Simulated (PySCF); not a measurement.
Bonds: C1-Si2 1.887 Å, C1-Si3 1.887 Å, C1-Si4 1.886 Å. C1 carries H5; Si2 carries H6, H7, H8; Si3 carries H9, H10, H11; Si4 carries H12, H13, H14.

Geometry: PBE0-D3(BJ)/def2-SVP; GIAO shifts from PySCF, gas phase, non-relativistic, averaged over equivalent atoms.

At PBE0/pcSseg-1 (139 basis functions, 27 s wall time on 1 thread of an Intel Xeon Platinum 8259CL, shared host):
```tsv
atoms	δ (ppm)
C1	-23.8
Si2/Si3/Si4	-61.6
H6/H7/H8/H9/H10/H11/H12/H13/H14	4.06
H5	-0.95
```

References, each an isolated molecule treated in the same way: ¹³C (σ = 184.41 ppm), ²⁹Si (σ = 351.99 ppm), ¹H (σ = 31.27 ppm) against TMS.

Predict the values at wB97X-D/pcSseg-1 on the same geometry.

Answers


| atoms | δ at wB97X-D/pcSseg-1 | change |
| --- | --- | --- |
| C1 | -24.7 | -0.9 |
| Si2/Si3/Si4 | -60.6 | +1.0 |
| H6/H7/H8/H9/H10/H11/H12/H13/H14 | 4.01 | -0.05 |
| H5 | -1.10 | -0.15 |

Shifts are taken against calculated references (same method and geometry level): ¹³C (184.54 ppm), ²⁹Si (352.93 ppm), ¹H (31.38 ppm) against TMS.

The largest change is at Si2/Si3/Si4 (silicon bonded to C, 3 H). Cost: 139 basis functions, 20 s wall time on 1 thread of an Intel Xeon Platinum 8259CL, shared host.
